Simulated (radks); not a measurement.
Initial-state core-level shifts of neutral promethium when its valence configuration changes from [Xe] 4f5 6s2. Method: Dirac Kohn-Sham, PBEsol, spin-unpolarised, spherical densities, finite nucleus; open shells fill j = l - 1/2 first; Fermi nuclear charge, rms radius 4.962 fm; computed with a radial shooting solver on a logarithmic mesh with Libxc functionals. Shifts are changes of the shell-averaged eigenvalues in eV (positive: less bound); the change of the density at the nucleus, which sets a Mossbauer isomer shift, is in e/bohr^3, on a base of 4.92e+05.

\begin{tabular}{lrrrrr}
valence & 1s & 2s & 3s & 5s & density at nucleus \\ \hline
4f5 6s1.5 6p0.5 & -0.564 & -0.557 & -0.549 & -0.584 & -8.56 \\
4f5 5d1 6s1 & +1.058 & +1.109 & +1.059 & +1.235 & -21.61 \\
4f5 5d0.5 6s1.5 & +0.598 & +0.626 & +0.598 & +0.687 & -11.47 \\
4f4 6s2 6p1 & -9.074 & -9.729 & -10.569 & -6.362 & +40.69 \\
4f4 5d1 6s2 & -6.012 & -6.573 & -7.469 & -3.289 & +28.95 \\
4f4 5d2 6s1 & -4.460 & -4.944 & -5.876 & -1.668 & +2.80 \\
4f5 6s1 6p1 & -1.107 & -1.094 & -1.077 & -1.147 & -17.62 \\
\end{tabular}
